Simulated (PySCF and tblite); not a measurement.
C₆H₇BrO, numbered as in [O:1]=[C:2]1[CH:3]=[CH:4][CH2:5][C@H:6]([Br:7])[CH2:8]1. Level: B3LYP-D3(BJ)/def2-SVP (IEF-PCM, dichloromethane)//GFN2-xTB, thermal terms from GFN2-xTB, symmetry numbers and mirror pairs counted. Conformers within 2.5 kcal/mol (GFN2-xTB free energy) were kept, 3 at most. GIAO shieldings: KT3/pcSseg-1 (IEF-PCM, dichloromethane). Shifts are against TMS (¹H), TMS (¹³C) at the same level. (PySCF 2.14, tblite 0.8.)

The 6-ring runs over atoms 2–3–4–5–6–8.

Two conformers hold nearly all the population. I: 6-ring envelope (ring torsions 3, 22, -49, 54, -30, 1°); δ(H6) = 5.33 ppm. II: 6-ring envelope (ring torsions -2, -22, 52, -59, 35, -5°); δ(H6) = 4.64 ppm. The average over the ensemble at 298.15 K is 4.92 ppm.

Problem. What populations and free-energy difference follow from a two-state model?

Solution. p(I) = (4.92 − 4.64)/(5.33 − 4.64) = 0.41, so K = p(II)/p(I) = 1.46 and G(II) − G(I) = −RT ln K = -0.23 kcal/mol. The weights computed directly are 40.3 % and 59.7 %.

Spin–orbit effects of the heavy atoms on shieldings are missing.
